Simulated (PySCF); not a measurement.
**Towards the basis-set limit for SnF⁺**

State: ¹Σ⁺, singlet, closed shell. De refers to Sn⁺ + F. RHF-based CCSD(T) in PySCF 2.14 with Sn cc-pwCVDZ-PP with ECP28, F aug-cc-pVDZ and Sn cc-pwCVTZ-PP with ECP28, F aug-cc-pVTZ (frozen core orbitals: 5; scalar-relativistic core potentials). Correlation energies are extrapolated as n⁻³ (n = 2, 3), Hartree–Fock as (n+1)·exp(−9√n). CV is the change on freezing 4 orbitals instead, in Sn cc-pwCVTZ-PP with ECP28, F cc-pwCVTZ.

```csv
Level,Re (Å),ωe (cm⁻¹),ωexe (cm⁻¹),αe (cm⁻¹),De (eV)
CCSD(T)/DZ,1.8874,680.9,2.50,0.00162,4.965
CCSD(T)/TZ,1.8697,694.9,2.68,0.00169,5.163
HF/CBS,1.8488,735.6,2.74,0.00166,3.226
MP2/CBS,1.8668,695.9,2.60,0.00167,5.555
CCSD/CBS,1.8594,711.2,2.66,0.00167,5.019
CCSD(T)/CBS,1.8665,697.3,2.69,0.00169,5.237
CCSD(T)/CBS+CV,1.8661,697.6,2.69,0.00169,5.243
```

Q: How much is left between CCSD(T)/TZ and the basis-set limit, and how much do the triples give at the limit?

A: CCSD(T)/CBS less CCSD(T)/TZ: -3.2 mÅ in Re, +2.4 cm⁻¹ in ωe and +0.074 eV in De. CCSD(T)/CBS less CCSD/CBS: +7.1 mÅ in Re, -13.9 cm⁻¹ in ωe and +0.218 eV in De.

Q: What do the later terms add?

A: CV: -0.4 mÅ in Re, +0.3 cm⁻¹ in ωe and +0.006 eV in De, each against the row above.

The T1 diagnostic is 0.020. The open-shell atoms are computed with UHF. Spin–orbit coupling, excitations beyond (T) and corrections to the Born–Oppenheimer picture are left out, and spin–orbit coupling matters for open p, d or f shells this heavy.

The whole job (state search and all basis sets along the bond) took about 16 min on 4 threads of Intel Xeon Platinum 8259CL @ 2.50GHz (shared host), peak memory 4.8 GiB.
